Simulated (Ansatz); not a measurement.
`[CH3][Nb]([CH3])(=[O])[OH]` + H₂O → `[CH3][Nb](=[O])([OH])[OH]` + CH₄ at 400 K and 1 bar (formal hydrolysis of the Nb–C bond).

Gas-phase electronic energies from Ansatz, PBE0-D4/def2-TZVP geometries. CBS: MP2 limit from def2 TZ/QZ plus the TZ coupled-cluster correction, frozen cores. This one scheme is used for every species. def2 core potentials past Kr. For Nb outer-core shells are correlated without core-valence functions, which leaves a few kJ/mol of doubt a bond. Each species was taken in one conformer, which may not be the lowest.

```
                     species  CCSD(T)/CBS energy (Eh)  H − E (kJ/mol)  S (J/(mol·K))
`[CH3][Nb]([CH3])(=[O])[OH]`               -287.68125           264.9          446.5
                         H₂O                -76.37941            69.8          198.6
 `[CH3][Nb](=[O])([OH])[OH]`               -323.66523           207.2          406.8
                         CH₄                -40.46206           131.3          197.2
```

H − E and S are ideal-gas, rigid-rotor, harmonic terms from PBE0-D4/def2-TZVP, for one conformer and one mirror image of each species. 1 Eh = 2625.50 kJ/mol, R = 8.31446 J/(mol·K).

Question: By hand: ΔE, ΔH, ΔS and ΔG.

Answer: ΔE = (-323.66523) + (-40.46206) − (-287.68125) − (-76.37941) = -0.06663 Eh = -174.9 kJ/mol. Δ(H − E) = 207.2 + 131.3 − 264.9 − 69.8 = 3.8, so ΔH = -171.1 kJ/mol. ΔS = 406.8 + 197.2 − 446.5 − 198.6 = -41.1 J/(mol·K). ΔG = -171.1 − 400 × (-41.1)/1000 = -154.7 kJ/mol.

Question: By hand: the equilibrium constant, and the temperature at which ΔG would vanish if ΔH and ΔS stayed fixed.

Answer: log₁₀ K = −ΔG/(RT ln 10) = 20.2. ΔG = 0 at ΔH/ΔS = 4163 K, far beyond where these terms or the molecules hold.

ΔH outweighs TΔS. A doubt of 5 kJ/mol in ΔE shifts log₁₀ K by 0.7 here. Other conformers and mirror images would add mixing entropy, several J/(mol·K) or more a flexible species. Modes under 60 cm⁻¹, often nearly free rotors, make the harmonic entropy too high. These are equilibria of isolated gas molecules and say nothing of rates. Largest T1 diagnostic: 0.022 (customary marks: 0.02 for closed shells, 0.045 for open ones).
